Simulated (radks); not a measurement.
Radial electron density D(r) = 4 pi r^2 rho(r) of an atom or ion with 69 electrons. Method: scalar-relativistic Kohn-Sham, PBE, spin-polarised, spherical densities, finite nucleus; Fermi nuclear charge, rms radius of each element as measured or else 0.836 A^(1/3) + 0.57 fm; computed with a radial shooting solver on a logarithmic mesh with Libxc functionals.

```
   r/bohr * D(r) (the largest magnitude, 124, reaches the edge; | marks zero)
 0.002269 |        *
 0.003125 |            *
 0.004339 |                   *
 0.006023 |                           *
 0.008294 |                                  *
  0.01151 |                                        *
  0.01586 |                                        *
  0.02201 |                                     *
  0.03031 |                                    *
  0.04208 |                                             *
  0.05795 |                                                      *
  0.08044 |                                                 *
   0.1108 |                                         *
   0.1538 |                                               *
   0.2118 |                                           *
    0.294 |                        *
   0.4081 |                         *
    0.562 |                        *
   0.7802 |           *
    1.074 |      *
    1.492 |   *
    2.054 |*
    2.851 *
    3.927 *
    5.451 *
    7.507 *
    10.42 *
```

What is the nuclear charge?

Answer. Z = 69. The innermost maximum, from 1s, lies near gamma/Z bohr with gamma = sqrt(1 - (Z/c)^2) = 0.864, here 0.0125 bohr (found: 0.0137), and its height grows with Z. The density is that of neutral thulium in [Xe] 4f13 6s2; the configuration itself is not fixed sharply by these data, and Z only to a few units. D(r) has 4 maxima, at r = 0.0137, 0.0618, 0.172, 0.468 bohr, and minima at 0.0262, 0.112, 0.329 bohr, inside which lie 1.92, 11.07, 29.58 electrons.
